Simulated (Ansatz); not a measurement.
Species: H5BO2Si, SMILES `OB(O)[SiH3]` (H–O–B–Si torsion 1°, Si–B–O–H torsion -1°) (charge 0, multiplicity 1).

Question: Give a relaxed geometry from B3LYP-D3(BJ)/def2-TZVP (Ansatz, a program for electronic structure).

Answer: One answer among several that fit: the end point of this relaxation, one of several conformers (outside a Z-matrix the atoms follow the SMILES, hydrogens last).
Bond lengths (Å): O1–B2 1.364, O1–H5 0.960, B2–O3 1.364, B2–Si4 2.044, O3–H6 0.960, Si4–H7 1.486, Si4–H8 1.486, Si4–H9 1.486. Bond angles (°): B2–O1–H5 114.3, O1–B2–O3 114.7, O1–B2–Si4 122.5, O3–B2–Si4 122.8, B2–O3–H6 114.8, B2–Si4–H7 111.3, B2–Si4–H8 111.3, B2–Si4–H9 110.7, H7–Si4–H8 108.3, H7–Si4–H9 107.3, H8–Si4–H9 107.8.
